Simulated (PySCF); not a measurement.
Some computed properties have been withheld. Give your best values.

Compound: AsH₃.
Structure used (PBE0-D3(BJ)/def2-SVP), in Å, numbered top down from 1:
```xyz
4
AsH3 angstrom
As     0.0105   -0.0104    0.6253
H     -0.7542   -1.0085   -0.2378
H     -0.4973    1.1700   -0.1961
H      1.2615   -0.1416   -0.2371
```

| property | level | value |
| --- | --- | --- |
| point group | PBE0-D3(BJ)/def2-SVP | C3v |
| rotational constants A, B, C | PBE0-D3(BJ)/def2-SVP | ? |
| dipole moment | B3LYP/pcSseg-1 | ? |
| HOMO energy | B3LYP/pcSseg-1 | ? |
| LUMO energy | B3LYP/pcSseg-1 | ? |
| 1H chemical shifts (computed TMS as zero) by class | GIAO B3LYP/pcSseg-1 | ? |
| isotropic shieldings of nuclei other than C and H, by class | GIAO B3LYP/pcSseg-1 | 1864 (As1) ppm |

Gas-phase values; electronic properties from PySCF, density fitting. Geometry: PBE0-D3(BJ)/def2-SVP; no solvent, vibrations or thermal averaging. The calculation is non-relativistic and has no spin–orbit coupling, an omission that weighs most on arsenic. Atoms bound to As lack the heavy atom's spin–orbit term in their shielding, so their NMR values are less reliable.

(1) Give the HOMO energy.

(2) What is the dipole moment?

(3) The 1H chemical shifts (computed TMS as zero) by class?

(4) What is the LUMO energy?

(5) Give the rotational constants A, B, C.

Answers

(1) -7.64 eV.

(2) 0.35 D.

(3) 2.29 (H2/H3/H4) ppm.

(4) 0.51 eV.

(5) 111.783, 111.766, 104.156 GHz.

The rotational constants are those of an oblate symmetric top; the small spread among constants that symmetry makes equal is optimisation noise. In atomic units the dipole is 0.14 e·bohr (1 au = 2.5417 D). A dipole of 0.35 D is allowed in C3v, and pure rotational transitions are dipole-allowed.
